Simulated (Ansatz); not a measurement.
Constitutional and geometric isomers with formula H3BSi2. Isolated molecules, 0 K electronic values unless said otherwise. Strings in code marks are SMILES.

Quantity: electronic energy of isomers of H3BSi2 relative to `B1[SiH]=[SiH]1`, in kJ/mol. The restricted reference of `B1=[SiH][SiH2]1` is unstable towards unrestricted orbitals.

Case: `B1=[SiH][SiH2]1`. Geometry of `B1=[SiH][SiH2]1` (neutral, multiplicity 1, Å):

```xyz
6

B      0.3242    -0.1959     1.3650
Si     1.5135     0.3432     0.1386
Si    -1.0013    -0.0031     0.0548
H      2.6369    -0.1502    -0.7056
H     -1.7255     1.2057    -0.4247
H     -1.7478    -1.1997    -0.4279
```

Q: Estimate the electronic energy of isomers of H3BSi2 relative to `B1[SiH]=[SiH]1` that composite: frozen-core CCSD(T) with HF/cc-pVQZ and the correlation energy extrapolated as X^-3 from cc-pVTZ and cc-pVQZ, plus CCSDT(Q) minus CCSD(T) in cc-pVDZ // PBE0-D3(BJ)/def2-TZVP (Ansatz, a program for electronic structure) returns for this input.

A: 120.6 kJ/mol.
